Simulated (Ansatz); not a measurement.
# Redistribution: C2HClF2 + CH2Br2 → C2H2F2 + CHBr2Cl

Species: C2HClF2 `F/C=C(\F)Cl`, singlet; CH2Br2 (dibromomethane) `BrCBr`, singlet; C2H2F2 (1,2-difluoroethene) `F/C=C/F`, singlet; CHBr2Cl (chlorodibromomethane) `ClC(Br)Br`, singlet. The partners trade Cl for H; both sit on C, so the bond types are kept.

Shapes, held fixed at every level: PBE0-D4/def2-TZVP. Programs: Ansatz 0.2.0. The zero-point and thermal change to 298 K, harmonic and unscaled (PBE0-D4/def2-TZVP), is -1.1 kJ/mol.

Question: Estimate ΔH(298 K) of this reaction.

Answer: The highest level, CCSD(T)/def2-TZVPP, gives ΔH(298 K) = +19.4 kJ/mol; the levels span +19.4 to +25.0. The column of differences is taken from that level and isn't an error. No measured value is set beside it here. Relativity is left out for Br. Outer-core shells of Br are correlated, in sets that cover them unevenly.

```csv
level,kind,ΔH(298 K) (kJ/mol),less CCSD(T)/def2-TZVPP
HF/def2-SVP,Hartree–Fock,+23.0,+3.6
HF/def2-TZVPP,Hartree–Fock,+25.0,+5.6
SPW92/def2-TZVPP,LDA,+24.7,+5.3
B2PLYP/def2-TZVPP,double hybrid,+20.4,+1.0
MP2/def2-SVP,perturbation theory,+19.4,0.0
CCSD(T)/def2-SVP,coupled cluster or CI,+20.0,+0.6
CCSD/def2-SVP,coupled cluster or CI,+20.4,+1.0
CCSD(T)/def2-TZVPP,coupled cluster or CI,+19.4,0.0
```
